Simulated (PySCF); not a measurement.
## Calculated data, C2H6BGe, C2H6GeSi

Computed with PySCF 2.14.0. Calculation on a computer-drawn molecule: the log of a Hartree-Fock and frozen-core CCSD(T) single point meant for a local Hartree-Fock minimum, with one planted fault or none, to be diagnosed. Offsets are logged minus clean, where the clean run is the same molecule without the fault. The reference is restricted for singlets and unrestricted otherwise, and also for a bond in bohr or an excited solution. Adding or removing an electron swaps singlet and doublet. The excited solution moves the top pair (singlet) or top alpha electron (doublet) to the lowest empty orbital. Highest occupied and lowest empty are orbital energies over both spins, largest force is the largest gradient component, triples share is (T) over the correlation energy, the T1 limit is 0.02 restricted and 0.045 unrestricted, electrons count all cores, a negative frequency is imaginary (commonest isotopes), and the dipole is about the centre of nuclear charge; on germanium a core potential holds 10 electrons, which the energies leave out, and 3d is frozen in MP2 and coupled-cluster steps.

Common to all runs: meant charge 0; meant basis and core potential on germanium cc-pVDZ-PP ECP10MDF; logged SCF converged yes; logged CC converged yes; logged SCF stable within its kind yes; possible faults no fault, one electron removed, one electron added, multiplicity raised by two, geometry at a saddle point, SCF held on an excited solution, minimal basis STO-3G, one bond length entered in bohr, all coordinates scaled.

(1) 
```xyz
10
formula=C2H6BGe meant_multiplicity=2 meant_basis=cc-pVDZ logged_electrons=56 logged_basis_functions=95 logged_spin_squared=0 logged_highest_occupied=-1.2856 logged_lowest_empty=7.7542 logged_largest_force=0.032872 logged_T1_diagnostic=0.019522 logged_D1_diagnostic=0.077409 logged_triples_share=0.036498 logged_dipole_magnitude=1.71 logged_energy_HF=-397.21886 logged_energy_CCSD(T)=-397.75801 planted_fault=one_electron_added HF_energy_offset_from_clean_run=-8.557 CCSD(T)_energy_offset_from_clean_run=-30.86
C     -2.7625     1.5739     0.6684
C     -1.3571     2.1174     0.5734
B     -0.1629     1.4292     0.3850
Ge     1.6663     0.6499     0.1222
H     -3.3986     1.9947    -0.1152
H     -3.2176     1.8313     1.6288
H     -2.7877     0.4877     0.5692
H     -1.2601     3.2003     0.6647
H      2.2468    -0.1915     1.2558
H      1.9877     0.0423    -1.2407
```

Units: logged_highest_occupied, logged_lowest_empty in eV; logged_largest_force in hartree/bohr; logged_dipole_magnitude in debye; logged_energy_HF, logged_energy_CCSD(T) in hartree; HF_energy_offset_from_clean_run, CCSD(T)_energy_offset_from_clean_run in kcal/mol.

Drawn bonds:
```csv
atom,other atom,order
1,2,1
2,3,2
3,4,1
1,5,1
1,6,1
1,7,1
2,8,1
4,9,1
4,10,1
```

(2) 
```xyz
10
formula=C2H6BGe meant_multiplicity=2 meant_basis=cc-pVDZ logged_electrons=55 logged_basis_functions=95 logged_spin_squared=1.6363 logged_highest_occupied=-8.2429 logged_lowest_empty=0.21603 logged_largest_force=0.044693 logged_T1_diagnostic=0.058195 logged_D1_diagnostic=0.2356 logged_triples_share=0.042177 logged_dipole_magnitude=1.4839 logged_energy_HF=-397.08707 logged_energy_CCSD(T)=-397.58301 planted_fault=one_bond_length_entered_in_bohr,row_5_of_the_drawn_bonds HF_energy_offset_from_clean_run=74.14 CCSD(T)_energy_offset_from_clean_run=78.95
C     -2.7625     1.5739     0.6684
C     -1.3571     2.1174     0.5734
B     -0.1629     1.4292     0.3850
Ge     1.6663     0.6499     0.1222
H     -3.3986     1.9947    -0.1152
H     -3.6224     2.0603     2.4833
H     -2.7877     0.4877     0.5692
H     -1.2601     3.2003     0.6647
H      2.2468    -0.1915     1.2558
H      1.9877     0.0423    -1.2407
```

Units: logged_highest_occupied, logged_lowest_empty in eV; logged_largest_force in hartree/bohr; logged_dipole_magnitude in debye; logged_energy_HF, logged_energy_CCSD(T) in hartree; HF_energy_offset_from_clean_run, CCSD(T)_energy_offset_from_clean_run in kcal/mol.

Drawn bonds:
```csv
atom,other atom,order
1,2,1
2,3,2
3,4,1
1,5,1
1,6,1
1,7,1
2,8,1
4,9,1
4,10,1
```

Notes: T1 above single-reference limit.

(3) 
```xyz
10
formula=C2H6BGe meant_multiplicity=2 meant_basis=cc-pVDZ logged_electrons=55 logged_basis_functions=95 logged_spin_squared=0.7611 logged_highest_occupied=-8.6437 logged_lowest_empty=0.48691 logged_largest_force=0.086895 logged_T1_diagnostic=0.01321 logged_D1_diagnostic=0.050943 logged_triples_share=0.030081 logged_dipole_magnitude=0.25718 logged_energy_HF=-397.12226 logged_energy_CCSD(T)=-397.61086 planted_fault=all_coordinates_scaled,by_-8.5_% HF_energy_offset_from_clean_run=52.06 CCSD(T)_energy_offset_from_clean_run=61.47
C     -2.5277     1.4401     0.6116
C     -1.2418     1.9374     0.5247
B     -0.1490     1.3077     0.3523
Ge     1.5246     0.5947     0.1118
H     -3.1097     1.8252    -0.1054
H     -2.9441     1.6756     1.4903
H     -2.5507     0.4462     0.5208
H     -1.1530     2.9282     0.6082
H      2.0558    -0.1752     1.1491
H      1.8187     0.0387    -1.1353
```

Units: logged_highest_occupied, logged_lowest_empty in eV; logged_largest_force in hartree/bohr; logged_dipole_magnitude in debye; logged_energy_HF, logged_energy_CCSD(T) in hartree; HF_energy_offset_from_clean_run, CCSD(T)_energy_offset_from_clean_run in kcal/mol.

Drawn bonds:
```csv
atom,other atom,order
1,2,1
2,3,2
3,4,1
1,5,1
1,6,1
1,7,1
2,8,1
4,9,1
4,10,1
```

(4) 
```xyz
10
formula=C2H6GeSi meant_multiplicity=1 meant_basis=cc-pV(D+d)Z logged_electrons=65 logged_basis_functions=104 logged_spin_squared=1.0317 logged_highest_occupied=-1.7026 logged_lowest_empty=6.6107 logged_largest_force=0.037853 logged_T1_diagnostic=0.036755 logged_D1_diagnostic=0.17815 logged_triples_share=0.035071 logged_dipole_magnitude=3.6145 logged_energy_HF=-661.50079 logged_energy_CCSD(T)=-662.03815
C     -0.5875     1.7735     0.6943
C     -0.3506     0.3050     0.9137
Si    -0.3310    -0.9796    -0.2377
Ge     0.0825    -3.2739     0.4270
H      0.2732     2.3584     1.0347
H     -1.4510     2.1160     1.2737
H     -0.7664     2.0117    -0.3547
H     -0.1669     0.0243     1.9484
H     -0.5807    -0.6040    -1.6502
H      0.2280    -2.8073     1.9307
```

Units: logged_highest_occupied, logged_lowest_empty in eV; logged_largest_force in hartree/bohr; logged_dipole_magnitude in debye; logged_energy_HF, logged_energy_CCSD(T) in hartree.

Drawn bonds:
```csv
atom,other atom,order
1,2,1
2,3,2
3,4,1
1,5,1
1,6,1
1,7,1
2,8,1
3,9,1
4,10,1
```

Questions
1. Which fault was planted in the run of C2H6GeSi (entry 4)?

Answers
1. one electron added

Further results for C2H6GeSi (entry 4):

- HF energy offset from clean run: -24.5 kcal/mol
- CCSD(T) energy offset from clean run: -24.52 kcal/mol
